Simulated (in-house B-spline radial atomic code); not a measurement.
Nd3+ is squeezed into an impenetrable sphere of radius R (the orbitals vanish at R). Computed with a radial B-spline atomic code at the basis-set limit: Dirac-Kohn-Sham LDA VWN5, spherical fractional occupations, Fermi nucleus of rms radius 4.9123 fm.

Energies in eV above the free ion in [Xe] 4f3:

```csv
R (bohr),highest level (eV),[Xe] 4f3,[Kr] 4d9 4f3 5s2 5p6 5f1,[Kr] 4d10 4f3 5s2 5p5 5f1
7.32,-30.9,5.181e-05,144.1,41.05
6.2,-30.9,0.001454,144.9,41.94
4.85,-30.8,0.08233,148,45.27
4.14,-30.4,0.6535,152.3,49.94
3.33,-27.9,6.404,166.8,65.27
2.86,-23.3,23.2,193.5,92.39
2.67,-20,38.87,215.2,113.9
2.07,1.93,201.4,414.2,304
1.91,16.5,317.2,548.5,429.8
1.28,284,2319,2733,2459
```

Q: Does [Kr] 4d9 4f3 5s2 5p6 5f1 fall below [Xe] 4f3 under compression?

A: No, it stays above over the whole range.

Q: Does [Kr] 4d10 4f3 5s2 5p5 5f1 fall below [Xe] 4f3 under compression?

A: No, it stays above over the whole range.

The highest level is first positive in the row R = 2.07 bohr, pushed up by confinement above the zero of the free ion's potential. Each configuration is held fixed and needn't be the lowest in the sphere.
